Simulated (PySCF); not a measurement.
Structure problem from calculated spectra and properties.

Elements present: C, F, H, N and P. Monoisotopic mass: 169.0268 u.

* NMR, other nuclei: isotropic shieldings of nuclei other than C and H, by class: 229 (1 N), 253 (3 F), 318 (1 P) ppm [GIAO PBE0/pcSseg-1]
* 13C NMR: chemical shifts (computed TMS as zero) by class: 139.4 (1 C), 112.9 (1 C), 80.7 (1 C), 35.6 (1 C), 5.8 (1 C) ppm [GIAO PBE0/pcSseg-1]
* Rotational structure: rotational constants A, B, C: 1.377, 0.849, 0.613 GHz [GFN2-xTB]
* Dipole: 2.69 D [PBE0/pcSseg-1]
* 1H NMR: chemical shifts (computed TMS as zero) by class: 2.96 (3 H), 2.20 (3 H), 1.86 (1 H) ppm [GIAO PBE0/pcSseg-1]

Gas-phase values; electronic properties from PySCF, density fitting. Levels stand in brackets. Geometry: GFN2-xTB, one conformer, isolated molecule. NMR classes are plain means over equivalent atoms (diastereotopic ones count apart unless rotation or inversion swaps them), as if these changed places fast.

Task: Which formula fits the mass and the elements?

Result: C5H7F3NP (calculated 169.0268). No other formula that holds each of these elements comes within 0.0003 u with a fitting electron parity and a possible valence count.

Task: Give a SMILES that accounts for the data.

Result: Numbering: `[CH3:1][C:2]#[C:3][P:4]([NH:5][CH3:6])[C:7]([F:8])([F:9])[F:10]`. 5 carbons fall into 5 classes; from least to most shielded: CF3 carbon [C7] (139.4 ppm), alkyne carbon [C2] (112.9 ppm), alkyne carbon [C3] (80.7 ppm), N-methyl carbon [C6] (35.6 ppm), propargylic carbon [C1] (5.8 ppm). Hydrogen classes from least to most shielded: 3 H on an N-methyl carbon, C6 (2.96 ppm), 3 H on a propargylic carbon, C1 (2.20 ppm), 1 H on a nitrogen bonded to C, P and H, N5 (1.86 ppm). The other shieldings belong to: 229 ppm, nitrogen bonded to C, P and H [N5]; 253 ppm, fluorine of a CF3 group [F8/F9/F10]; 318 ppm, three-coordinate phosphorus [P4]. The optimised geometry has point group C1 and is an asymmetric top. Structure: `CC#CP(C(F)(F)F)NC`. Computed isomers that give other values at the same levels: `CP(CCC#N)C(F)(F)F` (13C chemical shifts (computed TMS as zero) by class: 142.1 (1 C), 123.6 (1 C), 29.5 (1 C), 15.0 (1 C), 10.8 (1 C) ppm). The assignments are read from this structure; whether some other isomer fits the data as well wasn't checked.

Conformer computed: `[CH3:1][C:2]#[C:3][P:4]([NH:5][CH3:6])[C:7]([F:8])([F:9])[F:10]`: C3–P4–N5–C6 -171°, C3–P4–C7–F8 -177°.
